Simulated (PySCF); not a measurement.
# A survey of ³³S NMR shifts

Calculated, not measured (PySCF): GFN2-xTB geometry, NMR shieldings at PBE0/pcSseg-1/GIAO. Rapidly exchanging positions averaged, no relativistic terms, gas phase, one computed conformer.

Shieldings were converted by a linear fit to measured shifts: ³³S (scatter 33.3 ppm rms vs sulfate, solution or neat liquid). Occasional misses reach two or three times the rms, and more in compound classes unlike the fitted ones.

Task: Give the ³³S shifts of `O=C(Cl)c1ccsc1`, `[SiH3]C[SiH2]N1[SiH2]CS[SiH2]1`, `O=C(Cl)c1ccsc1`.

Result: 
| compound | environment | δ (ppm) |
| --- | --- | --- |
| O=C(Cl)c1ccsc1 | aromatic ring sulfur | -80 |
| [SiH3]C[SiH2]N1[SiH2]CS[SiH2]1 | sulfur bonded to C, Si, in a 5-membered ring | -490 |
| O=C(Cl)c1ccsc1 | aromatic ring sulfur | -80 |

Task: Order these by ³³S shift, lowest first.
A. O=C(Cl)c1cccs1
B. [SiH3]N([SiH3])[Si@H]1CC[SiH2]S1
C. C[SiH2][Si@@]1([SiH3])CN[SiH2]S1
D. CN1C[Si@@H](S)[Si@H]([SiH3])[SiH2]1
E. C/N=C/C(=S)N(C)C

Result: C (-624 ppm, sulfur bonded to 2 Si, in a 5-membered ring), B (-572 ppm, sulfur bonded to 2 Si, in a 5-membered ring), D (-519 ppm, sulfur bonded to Si, H), A (-73 ppm, aromatic ring sulfur), E (159 ppm, thione sulfur).
